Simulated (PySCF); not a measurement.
H3P2 (SMILES [PH]P), doublet, at a GFN2-xTB geometry. Base run: B3LYP/6-31G** run with PySCF.

Input for PySCF:
```python
from pyscf import gto, scf, dft

mol = gto.Mole()
mol.atom = '''
    P     0.91132207   -0.43419083    0.44848535
    P    -0.83945394    0.33421071   -0.48019854
    H     1.71456172    0.57131463   -0.10152077
    H    -1.06154102    1.41633629    0.37351990
    H    -1.73104269   -0.48794896    0.20369883
'''
mol.basis = '6-31g**'
mol.spin = 1
mol.verbose = 4
mol.build()

mf = dft.UKS(mol)
mf.xc = 'b3lyp'
mf.kernel()
mo_i, mo_e, stable_i, stable_e = mf.stability(internal=True, external=False, return_status=True, nroots=6, tol=1e-6)
print('internally stable:', stable_i, ' externally stable:', stable_e)
if not stable_i:
    umf = mf.copy()
    umf.scf_summary = {}
    umf.kernel(umf.make_rdm1(mo_i, mf.mo_occ))
mf.analyze()
```

The bond that is stretched is that between atoms 5 and 2. A test that says stable can miss a lower solution.

Each row names what was changed in the base input (with any setting that the change needs).

```
change       ΔE vs base (kcal/mol)  <S^2>  E after following the instability (Eh)  <S^2> there                      stability test says
-----------  ---------------------  -----  --------------------------------------  -----------  ---------------------------------------
base                         0.000  0.754                                       -            -  internally stable (external not tested)
bond × 1.25                  14.81  0.754                                       -            -  internally stable (external not tested)
bond × 1.5                   41.83  0.754                                       -            -  internally stable (external not tested)
bond × 1.8                    70.0  0.755                              -684.35494         1.11                     internal instability
bond × 2.2                    79.6  1.540                                       -            -  internally stable (external not tested)
bond × 3.0                    94.4  0.750                              -684.33053         1.65                     internal instability
```

On stretching, the SCF can end on different states; <S^2> shows the spin contamination of each.
